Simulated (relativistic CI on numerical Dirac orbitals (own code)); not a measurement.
Radial Dirac CI calculation of Sr31+.

Command:

```sh
python run_levels.py task.json out
```

Input:

```
atom Sr  Z=38  charge=31  electrons=7
nucleus A=88  rms_radius_fm=4.2240
hamiltonian dirac-coulomb  breit=on  qed=on  c_scale=1
orbitals kli  potential=per-configuration
slater_scale 1
correlation none
mixing on
grid step=0.0125 r_max=3.7
scf mixing=0.4 start=previous max_iterations=150 tolerance=2e-08 node_fill=0.05
configurations
  [He] 2s2 2p3
end
```

Output:

```
SCF 1: [He] 2s2 2p3
 iter      energy (Ha)   residual   last orbital (Ha)
    1     -2218.833321   2.97e+00   -128.82730
    2     -2222.966544   1.70e+00   -133.63381
    3     -2225.076093   1.45e-02   -140.72761
    4     -2225.076508   3.61e-03   -140.55496
    5     -2225.076520   5.52e-05   -140.57411
    6     -2225.076521   1.41e-06   -140.57419
    7     -2225.076521   6.87e-08   -140.57419
    8     -2225.076521   6.24e-11   -140.57419
orbital energies (Ha): 1s -665.8252  2s -148.3669  2p1/2 -143.4282  2p3/2 -140.5742
configuration averages (Ha): Dirac-Coulomb, Breit, QED
  2p3                          -2225.076521    1.165705    1.131738
levels: no., configuration, term, J, E (cm-1), weight
   1 2p3                    4S*  3/2              0.0  0.44
   2 2p3                    2D*  3/2         486016.6  0.52
   3 2p3                    2D*  5/2         598162.1  1.00
   4 2p3                    2P*  1/2         771860.4  1.00
   5 2p3                    2P*  3/2        1257108.8  0.60
lowest total energy -2225.536862 Ha
end: converged
```

Against the reference input this run has: start potential previous. The reference run ends at -2225.536862 Ha with Breit and QED terms. The change (start potential previous) leaves the energy and the levels as they were.

Run time about 0.03 s of CPU on one thread of Neoverse-V2 (shared host).
